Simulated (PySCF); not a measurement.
revPBE on Cl⁻ (chlorine, charge -1), [Ar], closed-shell 1S. Computed with PySCF 2.14 in aug-cc-pVTZ-DK (6s5p3d2f, 50 functions), with scalar relativity by spin-free X2C-1e.

```
cycle= 1 E= -461.628958259096  delta_E= -0.0063  |g|= 0.0214  |ddm|= 0.224
cycle= 2 E= -461.628951974154  delta_E= 6.28e-06  |g|= 0.0123  |ddm|= 0.0297
cycle= 3 E= -461.62897805809  delta_E= -2.61e-05  |g|= 0.00845  |ddm|= 0.0263
cycle= 4 E= -461.62902121438  delta_E= -4.32e-05  |g|= 0.000325  |ddm|= 0.0127
cycle= 5 E= -461.629021295074  delta_E= -8.07e-08  |g|= 1.7e-06  |ddm|= 0.000592
cycle= 6 E= -461.629021295075  delta_E= -1.14e-12  |g|= 1.24e-07  |ddm|= 1.93e-06
converged SCF energy = -461.629021295075  <S^2> = -1.5987212e-14  2S+1 = 1
```

Highest occupied orbital energy: 0.316 eV; ⟨L²⟩ = 0.00; populations by l: s 6.00, p 12.00, d 0.00, f 0.00.

(1) Can this result be used?

Answers

(1) With care. The calculation finished and met its thresholds. At revPBE the highest occupied level has a positive energy, so only the finite basis holds that electron; in a semilocal or global hybrid functional this comes from self-interaction and does not mean that the real anion is unbound.
